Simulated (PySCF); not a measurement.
An equivalent PySCF input for Mo⁷⁺ (molybdenum, charge +7), [Ar] 3d10 4s2 4p5, 2P determinant, with scalar relativity by spin-free X2C-1e:

```python
from pyscf import gto, scf, dft, mp, cc
mol = gto.M(atom="Mo 0 0 0", charge=7, spin=1, symmetry="D2h",
            basis=gto.etbs([(0, 22, 0.14, 2.5), (1, 15, 0.18, 2.5), (2, 10, 0.33, 2.5), (3, 5, 2.7, 2.7), (4, 5, 4, 2.7)]),
            nucmod="G")
mf = scf.UHF(mol).sfx2c1e()
mf.irrep_nelec = {'Ag': (6, 6), 'B1g': (1, 1), 'B2g': (1, 1), 'B3g': (1, 1), 'B1u': (3, 3), 'B2u': (3, 3), 'B3u': (3, 2)}
mf.kernel()
```

It reaches the same state as the run whose output follows, and the same energy. The run itself started from symmetry-adapted Hartree-Fock orbitals and held the occupation by maximum overlap, so the iterations belong to that start.

```
SCF conv_tol = 1e-09
number electrons alpha = 18  beta = 17
cycle= 1 E= -4033.95841008373  delta_E= -0.00697  |g|= 0.039  |ddm|= 0.0656
cycle= 2 E= -4033.95883683759  delta_E= -0.000427  |g|= 0.0106  |ddm|= 0.0172
cycle= 3 E= -4033.95887115434  delta_E= -3.43e-05  |g|= 0.00042  |ddm|= 0.00638
cycle= 4 E= -4033.95887118358  delta_E= -2.92e-08  |g|= 9.63e-05  |ddm|= 0.000201
cycle= 5 E= -4033.95887118434  delta_E= -7.52e-10  |g|= 2.57e-05  |ddm|= 3.35e-05
converged SCF energy = -4033.95887118434  <S^2> = 0.75408567  2S+1 = 2.0040815
```
